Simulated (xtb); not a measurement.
C₄H₈O, charge +1, doublet, geometry from GFN2-xTB (a state made from the parent by changing its charge; the spin is typed, not shown lowest); xtb with GFN2-xTB.

xtb was given this input:
```
$ xtb mol.xyz --gfn 2 --chrg 1 --uhf 1 --ohess --json

# file mol.xyz
13

C     -0.17354329     1.24415491    -0.15933187
C      1.06367530     0.54031798     0.42435446
C      0.81255235    -0.91608096     0.05424793
O     -0.53703760    -1.07661452    -0.15989436
C     -1.20717736     0.12496501    -0.17174122
H     -0.48637784     2.10354056     0.42796667
H      0.01051107     1.58739492    -1.18036552
H      1.99710065     0.92504830     0.02182691
H      1.10209841     0.64308487     1.51162721
H      1.14579578    -1.66731876     0.79117889
H      1.34548015    -1.21940674    -0.87276493
H     -1.87761105     0.15262882     0.71433145
H     -1.91373835     0.12780251    -1.01982151
```

Question: What does xtb print? Leave out banner, timings and long lists.

Answer: 
```
   ID    Z sym.   atoms
    1    6 C      1-3, 5
    2    8 O      4
    3    1 H      6-13

           -------------------------------------------------
          |                Calculation Setup                |
           -------------------------------------------------

           -------------------------------------------------
          |                 G F N 2 - x T B                 |
           -------------------------------------------------

          ...................................................
          :                      SETUP                      :
          :.................................................:
          :  # basis functions                  28          :
          :  # atomic orbitals                  28          :
          :  # shells                           18          :
          :  # electrons                        29          :
          :  max. iterations                   250          :
          :  Hamiltonian                  GFN2-xTB          :
          :  restarted?                      false          :
          :  GBSA solvation                  false          :
          :  PC potential                    false          :
          :  electronic temp.          300.0000000     K    :
          :  accuracy                    1.0000000          :
          :  -> integral cutoff          0.2500000E+02      :
          :  -> integral neglect         0.1000000E-07      :
          :  -> SCF convergence          0.1000000E-05 Eh   :
          :  -> wf. convergence          0.1000000E-03 e    :
          :  Broyden damping             0.4000000          :
          :  net charge                          1          :
          :  unpaired electrons                  1          :
          ...................................................

 iter      E             dE          RMSdq      gap      omega  full diag
   1    -16.3705184 -0.163705E+02  0.317E+00   11.61       0.0  T
   2    -16.3875391 -0.170207E-01  0.207E+00   11.75       1.0  T
   3    -16.3880523 -0.513223E-03  0.616E-01   11.83       1.0  T
   4    -16.3886795 -0.627240E-03  0.138E-01   11.87       1.0  T
   5    -16.3887354 -0.558857E-04  0.628E-02   11.86       1.0  T
   6    -16.3887407 -0.525272E-05  0.244E-02   11.86       1.1  T
   7    -16.3887440 -0.338688E-05  0.690E-03   11.86       4.0  T
   8    -16.3887441 -0.785139E-07  0.224E-03   11.86      12.4  T
   9    -16.3887442 -0.319375E-07  0.433E-04   11.86      64.0  T
  10    -16.3887442 -0.484789E-09  0.369E-05   11.86     751.3  T

   *** convergence criteria satisfied after 10 iterations ***

         :::::::::::::::::::::::::::::::::::::::::::::::::::::
         ::                     SUMMARY                     ::
         :::::::::::::::::::::::::::::::::::::::::::::::::::::
         :: total energy             -16.202535530898 Eh    ::
         :: gradient norm              0.000030174165 Eh/a0 ::
         :: HOMO-LUMO gap             11.863246786267 eV    ::
         ::.................................................::
         :: SCC energy               -16.388738705005 Eh    ::
         :: -> isotropic ES            0.103103405578 Eh    ::
         :: -> anisotropic ES         -0.008206025075 Eh    ::
         :: -> anisotropic XC          0.007154380848 Eh    ::
         :: -> dispersion             -0.005243679972 Eh    ::
         :: repulsion energy           0.186203174107 Eh    ::
         :: add. restraining           0.000000000000 Eh    ::
         :: total charge               1.000000000000 e     ::
         :::::::::::::::::::::::::::::::::::::::::::::::::::::

      -----------------------------------------------------------
     |                   =====================                   |
     |                        A N C O P T                        |
     |                   =====================                   |
     |               Approximate Normal Coordinate               |
[...]
 * total energy  :   -16.2025355 Eh     change       -0.7492673E-11 Eh
   *** GEOMETRY OPTIMIZATION CONVERGED AFTER 1 ITERATIONS ***
         :: total energy             -16.202535530905 Eh    ::
[...]
 Raman intensities (Ä⁴*amu⁻¹)
   1:  0.00   2:  0.00   3:  0.00   4:  0.00   5:  0.00   6:  0.00   7:  0.00   8:  0.00
   9:  0.00  10:  0.00  11:  0.00  12:  0.00  13:  0.00  14:  0.00  15:  0.00  16:  0.00
  17:  0.00  18:  0.00  19:  0.00  20:  0.00  21:  0.00  22:  0.00  23:  0.00  24:  0.00
  25:  0.00  26:  0.00  27:  0.00  28:  0.00  29:  0.00  30:  0.00  31:  0.00  32:  0.00
  33:  0.00  34:  0.00  35:  0.00  36:  0.00  37:  0.00  38:  0.00  39:  0.00
 output can be read by thermo (or use thermo option).
 writing <g98.out> molden fake output.
 recommended (thermochemical) frequency scaling factor: 1.0
           -------------------------------------------------
          |             Thermodynamic Functions             |
           -------------------------------------------------

c2  symmetry found (for desy threshold:  0.10E+00) used in thermo

          ...................................................
          :                      SETUP                      :
          :.................................................:
          :  # frequencies                          33      :
          :  # imaginary freq.                       0      :
          :  linear?                             false      :
          :  only rotor calc.                    false      :
          :  symmetry                               c2      :
          :  rotational number                       2      :
          :  scaling factor                  1.0000000      :
          :  rotor cutoff                   50.0000000 cm⁻¹ :
          :  imag. cutoff                  -20.0000000 cm⁻¹ :
          :.................................................:

    mode    ω/cm⁻¹     T·S(HO)/kcal·mol⁻¹    T·S(FR)/kcal·mol⁻¹   T·S(vib)
   ------------------------------------------------------------------------
       1    149.61    -0.79821 ( 98.77%)    -0.73150 (  1.23%)    -0.79739
       2    228.94    -0.56268 ( 99.77%)    -0.60559 (  0.23%)    -0.56277
   ------------------------------------------------------------------------

   temp. (K)  partition function   enthalpy   heat capacity  entropy
                                   cal/mol     cal/K/mol   cal/K/mol   J/K/mol
 298.15  VIB   3.71                 1309.501     12.075      6.994
         ROT  0.302E+05              888.752      2.981     23.479
         INT  0.112E+06             2198.253     15.056     30.473
         TR   0.592E+27             1481.254      4.968     38.726
         TOT                        3679.5069    20.0243    69.1985   289.5267

       T/K    H(0)-H(T)+PV         H(T)/Eh          T*S/Eh         G(T)/Eh
   ------------------------------------------------------------------------
    298.15    0.586367E-02    0.115786E+00    0.328785E-01    0.829080E-01
   ------------------------------------------------------------------------

         :::::::::::::::::::::::::::::::::::::::::::::::::::::
         ::                  THERMODYNAMIC                  ::
         :::::::::::::::::::::::::::::::::::::::::::::::::::::
         :: total free energy         -16.119627547962 Eh   ::
         ::.................................................::
         :: total energy              -16.202535530904 Eh   ::
         :: zero point energy           0.109922774455 Eh   ::
         :: G(RRHO) w/o ZPVE           -0.027014791513 Eh   ::
         :: G(RRHO) contrib.            0.082907982942 Eh   ::
         :::::::::::::::::::::::::::::::::::::::::::::::::::::

optimized geometry written to: xtbopt.xyz

           -------------------------------------------------
          | TOTAL ENERGY              -16.202535530904 Eh   |
          | TOTAL ENTHALPY            -16.086749088994 Eh   |
          | TOTAL FREE ENERGY         -16.119627547962 Eh   |
          | GRADIENT NORM               0.000030176217 Eh/α |
          | HOMO-LUMO GAP              11.863239466598 eV   |
           -------------------------------------------------

normal termination of xtb
```
